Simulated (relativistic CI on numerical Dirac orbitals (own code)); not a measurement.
# d1 to d9 in one octahedral field

Computed with a parametric ligand-field model without spin-orbit coupling, by exact diagonalisation: B = 620, C = 2880, 10Dq = 20000 cm⁻¹ (Oh; |10Dq|/B = 32.3) for every shell. Energies in cm⁻¹; the field energy is (0.6 n_e − 0.4 n_t2) × 10Dq of the ground term; g labels are left out.

```csv
Shell,Ground term,Electrons in e,Field energy,First spin-allowed bands,Lowest term of other spin
d1,2T2,0.000,-8000,2E 20000,
d2,3T1,0.020,-15602,"3T2 18670, 3T1 26640",1T2 9775
d3,4A2,0.000,-24000,"4T2 20000, 4T1 26537",2E 13340
d4,3T1,0.033,-31341,"3E 17494, 3T1 18247",5E 2834
d5,2T2,0.058,-38837,"2A2 16755, 2T1 16961",6A1 3772
d6,1A1,0.045,-47099,"1T1 18139, 1T2 26242",3T1 11987
d7,2E,1.033,-35347,"2T1 17985, 2T2 18639",4T1 6423
d8,3A2,2.000,-24000,"3T2 20000, 3T1 26537",1E 10607
d9,2E,3.000,-12000,2T2 20000,
```

Low spin: d4, d5, d6, d7; the other shells keep the spin of the free ion. Only d4 to d7 can choose; the field needed to pair spins is smallest for d6 and largest for d5, which loses most exchange energy. In the strong-field picture 10Dq must exceed about 6B + 5C = 18120 (d4), 7.5B + 5C = 19050 (d5), 2.5B + 4C = 13070 (d6) and 4B + 4C = 14000 (d7); mixing of terms shifts these bounds somewhat.
